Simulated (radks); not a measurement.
Values are calculated unless marked as measured or tabulated.
Spin polarisation of the 4d4 shell in the molybdenum ion Mo2+. Start: [Kr] 4d(up 2, down 2); electrons of 4d are moved from spin down to spin up, other shells keep equal spins. Code: a radial shooting solver on a logarithmic mesh with Libxc functionals. Model: scalar-relativistic Kohn-Sham, PBEsol, spin-polarised, spherical densities, point nucleus.

moment (Bohr magnetons)	E - E(0) (eV)	e(4d up) (eV)	e(4d down) (eV)	4p down minus up (eV)	4s down minus up (eV)	3d down minus up (eV)
0	0.000	-20.814	-20.814	0.000	0.000	0.000
1	-0.183	-21.156	-20.422	0.670	0.608	0.111
2	-0.735	-21.454	-19.977	1.347	1.219	0.221
3	-1.662	-21.709	-19.474	2.034	1.839	0.331
4	-2.974	-21.920	-18.886	2.738	2.472	0.441

At moment 4 the spin-polarisation energy is -2.974 eV and the 4d exchange splitting 3.034 eV, that is 0.759 eV per Bohr magneton; E = -I m^2/4 would give I = 0.744 eV.
